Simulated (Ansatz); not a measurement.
A geometry relaxed with B3LYP-D3(BJ)/def2-TZVP (Ansatz, a first-principles code), charge 0, multiplicity 1:

```xyz
6

H     -1.5705    -0.7371    -0.3335
H      2.5031    -0.1060     0.1612
H     -1.5513     0.7272     0.4843
C      1.4482    -0.0426     0.0724
C      0.2521     0.0249    -0.0206
N     -1.0815     0.1336    -0.1839
```

**Question.** Write the SMILES of this molecule.

**Answer.** `C#CN`
